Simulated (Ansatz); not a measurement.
Reaction (atomization): `CN[AsH]O` → As• + C• + 6 H• + N• + O•

Program: Ansatz. Geometries: PBE0-D4/def2-TZVP. ΔE: electronic, gas phase. CCSD(T)/CBS is the MP2 limit (def2-TZVPP, def2-QZVPP) plus CCSD(T) − MP2 in def2-TZVPP, frozen cores. This one scheme is used for every species, atoms too. Functionals use def2-TZVPP. B3LYP here is the variant with VWN-RPA as its local correlation; programs differ in this. Open shells (•) are unrestricted, without spin–orbit coupling. Spin–orbit coupling would lower the free atoms: a little for C, O. Bonds to As are less sure, by a few kJ/mol each and by 10 to 20 or more in all where they break to atoms, as the def2 sets lack core-valence functions. Scalar relativity is left out up to krypton. Each species was taken in one conformer, which may not be the lowest.

```
             level  ΔE (eV)  difference from CCSD(T)/CBS
          B3LYP-D4    34.94                         0.16
           ωB97X-V    35.03                         0.25
           ωB97M-V    34.86                         0.08
            B2PLYP    34.41                        -0.37
            r2SCAN    34.61                        -0.17
    MP2/def2-TZVPP    34.05                        -0.73
     HF/def2-QZVPP    23.02                       -11.76
SCS-MP2/def2-QZVPP    34.91                         0.13
      HF/CBS(def2)    23.03                       -11.75
    CCSD/CBS(def2)    34.17                        -0.61
       CCSD(T)/CBS    34.78                            0
```

Largest T1 diagnostic among the species: 0.012.

From PBE to PBE0 (25 % exact exchange), in def2-TZVPP and without D4, ΔE moves by −0.96 eV: exact exchange takes away binding that semilocal exchange gives to molecules. In def2-TZVPP, CCSD(T) changes the Hartree–Fock value by +10.75 eV (the triples alone add +0.61 eV) and MP2 by +11.10 eV; breaking electron pairs costs correlation energy, which Hartree–Fock lacks.

For atomizations the MP2-based limit and the directly extrapolated one differ by several kJ/mol either way, and by 10 to 25 for some Ge, Se and Sn compounds, so smaller differences from it don't rank the levels.
